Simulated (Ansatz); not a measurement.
Geometry optimisation, RKS PBE/STO-3G (Ansatz 0.2.0).

The input (input.yaml):

```yaml
crystal:
  periodic: [false, false, false]
  atoms:
    - { symbol: B, position_ang: [-0.98363, 1.26006, 0.02724] }
    - { symbol: B, position_ang: [0.42587, 0.46264, -0.01881] }
    - { symbol: C, position_ang: [0.56032, -1.11372, -0.01409] }
    - { symbol: F, position_ang: [-0.63304, -1.82364, 0.02197] }
    - { symbol: H, position_ang: [-1.56853, 1.57455, -0.93952] }
    - { symbol: H, position_ang: [-1.49426, 1.58149, 1.03251] }
    - { symbol: H, position_ang: [1.47414, 0.99203, -0.05886] }
    - { symbol: H, position_ang: [1.13227, -1.45924, 0.8564] }
    - { symbol: H, position_ang: [1.08686, -1.47417, -0.90685] }
basis:
  gaussian: { orbitals: STO-3G }
hamiltonian:
  xc: pbe
relax:
  f_tol: 0.02
  max_steps: 40
scf:
  lower_state_search: "off"
```

Run as:

```bash
$ ansatz run input.yaml --threads 1 --pin off --max-ram 2048MiB --backend cpu --events-out ev --progress --plain --runs-dir out
```

Where does it end, and by what steps?

The forces met the threshold. Limits of this set-up: minimal basis. After 4 steps the energy has fallen by 0.184 eV; F4 moved furthest, 0.15 Å.

```json
{"step": "0", "energy less start (eV)": "0.0000", "largest force component (eV/Å)": "1.892", "accepted": "yes"}
{"step": "1", "energy less start (eV)": "-0.1746", "largest force component (eV/Å)": "0.223", "accepted": "yes"}
{"step": "2", "energy less start (eV)": "-0.1749", "largest force component (eV/Å)": "0.420", "accepted": "yes"}
{"step": "3", "energy less start (eV)": "-0.1839", "largest force component (eV/Å)": "0.080", "accepted": "yes"}
{"step": "4", "energy less start (eV)": "-0.1844", "largest force component (eV/Å)": "0.016", "accepted": "yes"}
```

```xyz
9
Properties=species:S:1:pos:R:3
B -0.988 1.298 0.027
B 0.367 0.422 -0.015
C 0.523 -1.173 -0.013
F -0.641 -1.974 0.026
H -1.544 1.647 -0.960
H -1.474 1.655 1.048
H 1.416 0.981 -0.053
H 1.197 -1.423 0.862
H 1.144 -1.434 -0.922
```

Whether the end is a true minimum wasn't checked by a vibrational analysis.

Time of the run: 4.4 s on 1 thread of Arm Neoverse V2, with other jobs on the host, peak memory 0.1 GiB.
